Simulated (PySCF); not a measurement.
# Electron correlation in Kr⁺ (krypton, charge +1)

[Ar] 3d10 4s2 4p5, 2P determinant. All numbers are calculated (PySCF 2.14, the non-relativistic Hamiltonian (point nucleus), in def2-SVP (5s4p3d, 32 functions)). Frozen: [Ar] 3d10; 7 electrons correlated.

MP2 pair energies summed by pair of shells (mhartree):

| pair | energy | share (%) |
| --- | --- | --- |
| 4p-4p | -68.75 | 68.4 |
| 4s-4p | -26.06 | 25.9 |
| 4s-4s | -5.70 | 5.7 |

Total MP2 correlation energy: -100.51 mhartree.

Same-spin part -25.38 and opposite-spin part -75.13 mhartree; SCS-MP2 scales them by 1/3 and 6/5 to -98.61 mhartree.

```csv
level,correlation energy (mhartree)
CCSD,-115.39
(T),-1.30
CCSD(T),-116.69
```

Diagnostics: T1 = 0.0047, D1 = 0.0174, largest double amplitude 0.051.

Cost of the coupled-cluster step: 0.08 s of wall time on 1 thread of Intel(R) Xeon(R) 6975P-C (shared host), for 7 correlated electrons.

Iterations:

```
CC2 = 0
CCSD nocc = (np.int64(4), np.int64(3)), nmo = (18, 18)
frozen orbitals [[0, 1, 2, 3, 4, 5, 6, 7, 8, 9, 10, 11, 12, 13], [0, 1, 2, 3, 4, 5, 6, 7, 8, 9, 10, 11, 12, 13]]
max_cycle = 100
direct = 0
conv_tol = 1e-08
conv_tol_normt = 1e-06
diis_space = 8
diis_start_cycle = 0
Init t2, MP2 energy = -0.100506489274861
Init E_corr(UCCSD) = -0.100506489284255
cycle = 1  E_corr(UCCSD) = -0.112539248274858  dE = -0.012032759  norm(t1,t2) = 0.0293435
cycle = 2  E_corr(UCCSD) = -0.114578595393677  dE = -0.00203934712  norm(t1,t2) = 0.00879272
cycle = 3  E_corr(UCCSD) = -0.115405854541381  dE = -0.000827259148  norm(t1,t2) = 0.00324136
cycle = 4  E_corr(UCCSD) = -0.115386848882919  dE = 1.90056585e-05  norm(t1,t2) = 0.000260863
cycle = 5  E_corr(UCCSD) = -0.115388439972798  dE = -1.59108988e-06  norm(t1,t2) = 5.1408e-05
cycle = 6  E_corr(UCCSD) = -0.115388400827783  dE = 3.91450154e-08  norm(t1,t2) = 7.40983e-06
cycle = 7  E_corr(UCCSD) = -0.115388427904677  dE = -2.70768943e-08  norm(t1,t2) = 1.24231e-06
cycle = 8  E_corr(UCCSD) = -0.115388418761163  dE = 9.14351379e-09  norm(t1,t2) = 2.37713e-07
UCCSD converged
E(UCCSD) = -2751.300713737711  E_corr = -0.1153884187611632
UCCSD(T) correction = -0.00129653572708757
```
